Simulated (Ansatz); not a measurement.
FGaH₄Si (`F[SiH2][GaH2]`) at its PBE0-D4/def2-TZVP geometry, where that method's forces vanish. The species carries charge 0 and has multiplicity 1.

```xyz
7

F    -1.3110    0.3949   -1.7229
Si   -0.8293   -0.4233   -0.4222
Ga    1.1319    0.5656    0.5883
H    -1.9777   -0.4534    0.5273
H    -0.5731   -1.8258   -0.8563
H     1.8225    1.8517    0.0119
H     1.7368   -0.1096    1.8739
```

Problem. What forces (eV/Å) does B3LYP-D4/def2-TZVPP give on these atoms in the Gaussian-basis code of Ansatz? (An estimate is asked.)

Solution. The calculation gave: 
```
F1  -0.055  0.102 -0.157
Si2 -0.057 -0.211  0.152
Ga3  0.051  0.030  0.022
H4   0.062  0.000 -0.051
H5  -0.015  0.075  0.025
H6   0.007 -0.003  0.010
H7   0.007  0.008 -0.001
```

B3LYP here is the variant with VWN-RPA as its local correlation; programs differ in this.
